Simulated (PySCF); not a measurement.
## Relaxation of singlet Cu(OH)₃

Level of theory: PBE0 in PySCF with Cu def2-TZVP, O def2-TZVP, H def2-TZVP; no relativity; density-fitted integrals. A (50,194) grid was used.

A start at or just off a symmetric point, pushed along the force that breaks its symmetry, of Cs symmetry, free to break it:

Coordinates in bohr (charge 0 multiplicity 1):
```
Cu    0.0688    0.0545    0.0000
O     3.3001    0.0213    0.0000
O    -1.9354    2.7049    0.0000
O    -1.6415   -2.9339    0.0000
H     4.3154   -1.3876    0.0000
H    -0.8119    4.2820    0.0000
H    -3.4064   -3.0018    0.0000
```

Optimiser trace:
```json
{"step": "0", "E − E(last) (kJ/mol)": "147.98", "largest gradient (Eh/bohr)": "0.04454"}
{"step": "2", "E − E(last) (kJ/mol)": "71.01", "largest gradient (Eh/bohr)": "0.02328"}
{"step": "4", "E − E(last) (kJ/mol)": "45.55", "largest gradient (Eh/bohr)": "0.01484"}
{"step": "6", "E − E(last) (kJ/mol)": "38.27", "largest gradient (Eh/bohr)": "0.00728"}
{"step": "8", "E − E(last) (kJ/mol)": "35.05", "largest gradient (Eh/bohr)": "0.00998"}
{"step": "10", "E − E(last) (kJ/mol)": "32.03", "largest gradient (Eh/bohr)": "0.00435"}
{"step": "12", "E − E(last) (kJ/mol)": "30.43", "largest gradient (Eh/bohr)": "0.00979"}
{"step": "14", "E − E(last) (kJ/mol)": "29.21", "largest gradient (Eh/bohr)": "0.00624"}
{"step": "16", "E − E(last) (kJ/mol)": "28.72", "largest gradient (Eh/bohr)": "0.00284"}
{"step": "18", "E − E(last) (kJ/mol)": "28.02", "largest gradient (Eh/bohr)": "0.02581"}
{"step": "20", "E − E(last) (kJ/mol)": "26.44", "largest gradient (Eh/bohr)": "0.01110"}
{"step": "22", "E − E(last) (kJ/mol)": "20.36", "largest gradient (Eh/bohr)": "0.01390"}
{"step": "24", "E − E(last) (kJ/mol)": "15.69", "largest gradient (Eh/bohr)": "0.03228"}
{"step": "26", "E − E(last) (kJ/mol)": "8.37", "largest gradient (Eh/bohr)": "0.03071"}
{"step": "28", "E − E(last) (kJ/mol)": "4.65", "largest gradient (Eh/bohr)": "0.00755"}
{"step": "30", "E − E(last) (kJ/mol)": "2.70", "largest gradient (Eh/bohr)": "0.00654"}
{"step": "32", "E − E(last) (kJ/mol)": "1.43", "largest gradient (Eh/bohr)": "0.00502"}
{"step": "34", "E − E(last) (kJ/mol)": "0.65", "largest gradient (Eh/bohr)": "0.00508"}
{"step": "36", "E − E(last) (kJ/mol)": "0.48", "largest gradient (Eh/bohr)": "0.00200"}
{"step": "38", "E − E(last) (kJ/mol)": "0.40", "largest gradient (Eh/bohr)": "0.00188"}
{"step": "40", "E − E(last) (kJ/mol)": "0.35", "largest gradient (Eh/bohr)": "0.00193"}
{"step": "42", "E − E(last) (kJ/mol)": "0.25", "largest gradient (Eh/bohr)": "0.00174"}
{"step": "44", "E − E(last) (kJ/mol)": "0.00", "largest gradient (Eh/bohr)": "0.00298"}
```

It was stopped unconverged after 44 steps; the last geometry has Cu–O 1.74 Å, Cu–O 1.75 Å, Cu–O 1.77 Å, O–H 0.97 Å (×2), O–H 0.97 Å. No frequency check is given, so it may be a saddle point.

Stability towards spin polarisation was not tested.

The relaxation took 4.6 min on 4 threads of a shared Intel Xeon Platinum 8259CL @ 2.50GHz (Skylake/Cascade Lake) host, with 156 basis functions and 49 gradients; the process peaked at 1.4 GiB.
